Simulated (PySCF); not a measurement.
Al(F)(OMe)2 (C₂H₆AlFO₂), SMILES [F][Al]([O]C)[O]C.

Coordinates come from a PBE0-D3(BJ)/def2-SVP optimisation. The structure was generated by enumeration; whether it is a known compound was not checked. Other conformers were not sampled.

Level of theory: PBE0-D3(BJ)/def2-SVP (PySCF 2.14.0).

Frequencies are harmonic and unscaled.

| mode | ν (cm⁻¹) | IR (km/mol) | Raman (Å⁴/amu) | depolarisation | moving atoms (share of kinetic energy) |
|---|---|---|---|---|---|
| 1 | 61 | 5.2 | 0.7 | 0.74 | C 52 %, H 29 % |
| 2 | 62 | 0.1 | 0.0 | – | H 97 % |
| 3 | 64 | 0.2 | 0.1 | 0.75 | H 97 % |
| 4 | 84 | 3.4 | 0.0 | – | O 38 %, H 23 %, C 23 %, F 10 % |
| 5 | 108 | 2.9 | 0.4 | 0.57 | C 28 %, F 27 %, O 25 %, H 19 % |
| 6 | 108 | 0.2 | 0.1 | 0.71 | O 63 %, H 18 %, C 13 % |
| 7 | 256 | 37.3 | 0.5 | 0.66 | O 38 %, F 34 %, C 12 %, Al 11 % |
| 8 | 292 | 115.2 | 0.5 | 0.75 | Al 65 %, O 24 %, F 10 % |
| 9 | 292 | 30.7 | 0.5 | 0.75 | O 61 %, Al 13 %, F 12 % |
| 10 | 591 | 2.7 | 11.8 | 0.07 | O 41 %, C 25 %, F 24 % |
| 11 | 828 | 102.3 | 2.8 | 0.75 | Al 53 %, C 23 %, O 15 % |
| 12 | 924 | 115.6 | 1.0 | 0.45 | Al 50 %, F 42 % |
| 13 | 1188 | 35.4 | 3.7 | 0.75 | H 72 %, C 21 % |
| 14 | 1188 | 6.7 | 1.9 | 0.55 | H 73 %, C 21 % |
| 15 | 1191 | 0.0 | 1.1 | 0.75 | H 76 %, C 19 % |
| 16 | 1192 | 0.1 | 0.5 | 0.75 | H 77 %, C 19 % |
| 17 | 1281 | 526.3 | 1.1 | 0.58 | O 57 %, C 32 % |
| 18 | 1283 | 206.3 | 2.6 | 0.10 | O 59 %, C 32 % |
| 19 | 1476 | 3.8 | 9.3 | 0.75 | H 97 % |
| 20 | 1476 | 0.0 | 28.4 | 0.75 | H 97 % |
| 21 | 1479 | 2.6 | 20.7 | 0.72 | H 96 % |
| 22 | 1480 | 1.9 | 20.6 | 0.72 | H 96 % |
| 23 | 1485 | 11.6 | 11.0 | 0.74 | H 88 %, C 10 % |
| 24 | 1486 | 11.0 | 11.3 | 0.65 | H 88 %, C 11 % |
| 25 | 3010 | 137.4 | 0.9 | 0.62 | H 97 % |
| 26 | 3012 | 37.9 | 304.0 | 0.00 | H 97 % |
| 27 | 3095 | 22.0 | 88.7 | 0.58 | H 90 %, C 10 % |
| 28 | 3095 | 60.4 | 80.9 | 0.72 | H 90 %, C 10 % |
| 29 | 3101 | 24.9 | 131.8 | 0.75 | H 90 %, C 10 % |
| 30 | 3102 | 49.6 | 96.5 | 0.75 | H 90 %, C 10 % |
